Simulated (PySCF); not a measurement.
## Structure elucidation problem

The spectra below were simulated for a compound CH$_{12}$N$_{2}$Si$_{4}$.

¹H NMR (500 MHz, computed): δ 6.17 (m, 1H), 4.16 (m, 1H), 3.99 (m, 1H), 3.63 (m, 1H), 3.51 (m, 1H), 0.40 (s, 3H), 0.36 (br s, 2H), -0.12 (br s, 2H).

¹³C{¹H} NMR (computed): δ 0.5 (CH3).

- GFN2-xTB structure
- GIAO PBE0/pcSseg-1 shieldings
- code: PySCF 2.14
- one computed conformer, rapidly exchanging positions averaged, gas phase, non-relativistic

Chemical shifts δ = σref − σ; ¹H, ¹³C vs TMS, all at this level.

**Question.** Which of these isomers gave the spectra?
A. [SiH3]N[Si@@H]1[SiH2]CN1[SiH3]
B. N[Si@@H]1C[Si@](N)([SiH3])[SiH2]1
C. C[Si@@]1(N)[SiH2][SiH2][Si@@H]1N
D. N[Si@@H]1C[Si@@](N)([SiH3])[SiH2]1

**Answer.** C. 

The formula gives 1 degree of unsaturation (1 ring in the answer). Carbon types of the structure: 1 × CH3, leaving 9 H on heteroatoms. δC 0.5: methyl carbon bonded to Si; an electropositive neighbour leaves it electron-rich and shielded. δH 6.17: hydrogen on a silicon bonded to N, 2 Si, in a 4-membered ring. δH 4.16, 3.99, 3.63, 3.51: hydrogen on a silicon bonded to 2 Si, in a 4-membered ring. δH 0.40: hydrogen on a methyl carbon bonded to Si; an electropositive neighbour shields it, as in TMS itself. δH 0.36, -0.12: hydrogen on a nitrogen bonded to Si; exchangeable, gas-phase position.

The others: N[Si@@H]1C[Si@@](N)([SiH3])[SiH2]1 has carbons computed at 23.1, with a different DEPT pattern; [SiH3]N[Si@@H]1[SiH2]CN1[SiH3] would give 7 signals for carbon-bound and other non-exchanging H, not 6; N[Si@@H]1C[Si@](N)([SiH3])[SiH2]1 has carbons computed at 28.3, with a different DEPT pattern.

The OH or NH signal is concentration- and solvent-dependent in practice; the value given is the gas-phase one. Shifts are as computed. Against solution values, carbons near 30 ppm lie about +3 ppm off and those near 130 ppm about +5 ppm. Of 1211 compounds with measured shifts, 218 miss one by over three times the rms of a fit or turn the order of signals round; such compounds aren't used in these exercises. No couplings were computed; multiplicities are counted from neighbouring protons, with m where these are inequivalent, close in shift, in a saturated or five-membered ring or joined by F or P, and br s for small geminal =CH2 splittings.
